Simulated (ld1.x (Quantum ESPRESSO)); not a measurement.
## Au (Z = 79) TM: all-electron and pseudo phase curves

ld1.x (Quantum ESPRESSO) 7.5 input, shortened:

```
&input
   title='Au', zed=79., rel=2, dft='PBE', iswitch=3,
   config='[Xe] 4f14 5d10 6s0.5 6p0.5', rel_dist='average'
 /
 &inputp
   pseudotype=2, tm=.true., lloc=0,
   nlcc=.false.
 /
3
6P  2  1   0.50   0.00  2.45  2.45  0.0
5D  3  2  10.00   0.00  2.05  2.05  0.0
6S  1  0   0.50   0.00  1.65  1.65  0.0
 &test
   configts(1)='5d10 6s0.5 6p0.5'
 /
```

Open shells are filled in proportion to 2j + 1 (rel_dist='average').

The phase is arctan(r·u′/u) with u = r·R(r), unwrapped; energies in Ry, scanned from -3 to 5 Ry. A pole is an energy at which the radial function vanishes at the test radius. The pseudo phase is shifted by a multiple of π to meet the all-electron one at the reference energy, and phase errors are pseudo minus all-electron; the curves can meet again beyond the range given. Levels narrower than the energy grid can be missing from the lists of poles.

Problem. For each channel, where are the poles, and over which energies does the pseudopotential scatter like the atom?

Solution.

```tsv
channel	radius (bohr)	reference energy (Ry)	poles, all-electron	poles, pseudo	unbroken range about the reference energy with phases within 0.05 rad	phase error 1 Ry above the reference energy (rad)
s	2.65	-0.49	1.34	0.82, 2.41	below 0.6	-0.038
p1/2	2.65	-0.13	2.55	2.54	the whole range	-0.003
p3/2	2.65	-0.09	3.21	2.86	below 4.2	-0.032
d3/2	2.65	-0.66	-0.37	-0.37	below 1.4	+0.007
d5/2	2.65	-0.55	-0.21	-0.21	below 1.6	+0.007
```

Phases in the p1/2 channel:

```json
{"E (Ry)": "-3.00", "all-electron": "1.331", "pseudo": "1.329"}
{"E (Ry)": "-2.76", "all-electron": "1.319", "pseudo": "1.316"}
{"E (Ry)": "-2.52", "all-electron": "1.304", "pseudo": "1.302"}
{"E (Ry)": "-2.28", "all-electron": "1.287", "pseudo": "1.285"}
{"E (Ry)": "-2.04", "all-electron": "1.266", "pseudo": "1.264"}
{"E (Ry)": "-1.80", "all-electron": "1.242", "pseudo": "1.240"}
{"E (Ry)": "-1.56", "all-electron": "1.210", "pseudo": "1.208"}
{"E (Ry)": "-1.32", "all-electron": "1.170", "pseudo": "1.168"}
{"E (Ry)": "-1.08", "all-electron": "1.115", "pseudo": "1.114"}
{"E (Ry)": "-0.84", "all-electron": "1.038", "pseudo": "1.037"}
{"E (Ry)": "-0.60", "all-electron": "0.923", "pseudo": "0.922"}
{"E (Ry)": "-0.36", "all-electron": "0.735", "pseudo": "0.735"}
{"E (Ry)": "-0.12", "all-electron": "0.411", "pseudo": "0.411"}
{"E (Ry)": "0.12", "all-electron": "-0.097", "pseudo": "-0.097"}
{"E (Ry)": "0.36", "all-electron": "-0.622", "pseudo": "-0.624"}
{"E (Ry)": "0.60", "all-electron": "-0.968", "pseudo": "-0.971"}
{"E (Ry)": "0.84", "all-electron": "-1.169", "pseudo": "-1.172"}
{"E (Ry)": "1.08", "all-electron": "-1.292", "pseudo": "-1.295"}
{"E (Ry)": "1.32", "all-electron": "-1.374", "pseudo": "-1.377"}
{"E (Ry)": "1.56", "all-electron": "-1.433", "pseudo": "-1.436"}
{"E (Ry)": "1.80", "all-electron": "-1.478", "pseudo": "-1.480"}
{"E (Ry)": "2.04", "all-electron": "-1.513", "pseudo": "-1.515"}
{"E (Ry)": "2.28", "all-electron": "-1.542", "pseudo": "-1.544"}
{"E (Ry)": "2.52", "all-electron": "-1.568", "pseudo": "-1.569"}
{"E (Ry)": "2.76", "all-electron": "-1.590", "pseudo": "-1.591"}
{"E (Ry)": "3.00", "all-electron": "-1.611", "pseudo": "-1.611"}
{"E (Ry)": "3.24", "all-electron": "-1.631", "pseudo": "-1.630"}
{"E (Ry)": "3.48", "all-electron": "-1.650", "pseudo": "-1.649"}
{"E (Ry)": "3.72", "all-electron": "-1.670", "pseudo": "-1.667"}
{"E (Ry)": "3.96", "all-electron": "-1.690", "pseudo": "-1.685"}
{"E (Ry)": "4.20", "all-electron": "-1.712", "pseudo": "-1.705"}
{"E (Ry)": "4.44", "all-electron": "-1.737", "pseudo": "-1.726"}
{"E (Ry)": "4.68", "all-electron": "-1.765", "pseudo": "-1.749"}
{"E (Ry)": "4.92", "all-electron": "-1.799", "pseudo": "-1.775"}
```
